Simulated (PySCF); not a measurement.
Species: C3H11FGeSi.
Atom-mapped SMILES: `[CH3:1][C@@H:2]([SiH3:3])[Ge@H:4]([CH3:5])[F:6]` (hydrogens: H7, H8, H9 on C1; H10 on C2; H11, H12, H13 on Si3; H14 on Ge4; H15, H16, H17 on C5)

Method used: PBE0-D3(BJ)/def2-SVP geometry optimisation, gas phase (PySCF).

(1) Give the optimised bond lengths and angles.

Answers

(1) 
| bond | length (Å) | order |
| --- | --- | --- |
| C1–C2 | 1.534 | single |
| C2–Si3 | 1.889 | single |
| C2–Ge4 | 1.954 | single |
| Ge4–C5 | 1.938 | single |
| Ge4–F6 | 1.754 | single |
| C1–H7, C1–H8, C1–H9 | 1.102 | single |
| C2–H10 | 1.105 | single |
| Si3–H11, Si3–H12, Si3–H13 | 1.496 | single |
| Ge4–H14 | 1.543 | single |
| C5–H15, C5–H16, C5–H17 | 1.100 | single |

Bonds in one row agree within 0.01 Å and their mean is given. Orders are formal, as drawn. A selection of angles:
| angle | degrees |
| --- | --- |
| C2–C1–H7 | 111.6 |
| H7–C1–H8 | 106.9 |
| C1–C2–Si3 | 112.3 |
| C1–C2–Ge4 | 110.7 |
| C1–C2–H10 | 110.0 |
| Si3–C2–Ge4 | 112.1 |
| Si3–C2–H10 | 106.3 |
| Ge4–C2–H10 | 105.1 |
| C2–Si3–H11 | 109.7 |
| C2–Si3–H13 | 111.4 |
| H11–Si3–H12 | 107.8 |
| H11–Si3–H13 | 108.8 |
| C2–Ge4–C5 | 113.8 |
| C2–Ge4–F6 | 106.4 |
| C2–Ge4–H14 | 111.0 |
| C5–Ge4–F6 | 106.5 |
| C5–Ge4–H14 | 112.9 |
| F6–Ge4–H14 | 105.5 |
| Ge4–C5–H15 | 110.4 |
| H15–C5–H16 | 108.7 |

Dihedral angles: C1–C2–Ge4–C5 -67° (synclinal).

Si3 (SiH3 silicon) is tetrahedral (angles from 107.8° to 111.4°). Ge4 (germanium bonded to 2 C, F and H) is distorted tetrahedral (angles from 105.5° to 113.8°).

Point group: C1 (no symmetry element, even within 0.4 Å). Not checked by PBE0-D3(BJ)/def2-SVP frequencies. One conformer, not necessarily the lowest.

The run took 51 s of wall time on an Arm Neoverse V1 with one thread, no GPU (shared host), and the process peaked at 0.74 GiB of memory. These figures are those of the optimisation.
